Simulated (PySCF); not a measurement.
# Exercise with solution: chemical shift, span and skew from a shielding tensor

BH7OSi2, SMILES OB([SiH3])[SiH3]. Atoms are numbered in the order given.

```xyz
11

B     -0.3604    -0.3253     0.0590
O     -1.3410    -1.2424     0.2354
H     -2.1631    -1.0469    -0.2378
Si    -0.6231     1.3332    -1.1104
H      0.3923     1.3803    -2.2073
H     -0.4693     2.5815    -0.3012
H     -1.9868     1.3539    -1.7386
Si     1.4141    -0.6579     1.0090
H      1.7651     0.5216     1.8621
H      2.5081    -0.7977    -0.0044
H      1.4099    -1.8798     1.8698
```

Geometry: B3LYP-D3(BJ)/def2-SVP. The structure was generated by enumeration, and PubChem lists no compound with its InChIKey, so it may never have been made. Other conformers were not sampled.

GIAO shieldings from PySCF with HF/pcSseg-1, non-relativistic, no solvent. The symmetric part of the tensor of Si4 has the principal values 455.6, 492.9, 504.2 ppm. The same nucleus in TMS has σ = 393.8 ppm at this level (PySCF, at its B3LYP-D3(BJ)/def2-TZVP geometry).

**Question.** Work out the isotropic shielding, the ²⁹Si shift against TMS, the span and the skew.

**Answer.** 
σ(iso) = (σ11 + σ22 + σ33)/3 = 484.2 ppm. δ = σ(ref) − σ(iso) = 393.8 − (484.2) = -90.4 ppm.
Span Ω = σ33 − σ11 = 48.6 ppm. Skew κ = 3(σ(iso) − σ22)/Ω = -0.53. Tumbling in solution averages the tensor to δ; in a static solid the shielding alone would spread this spin-1/2 line over Ω.
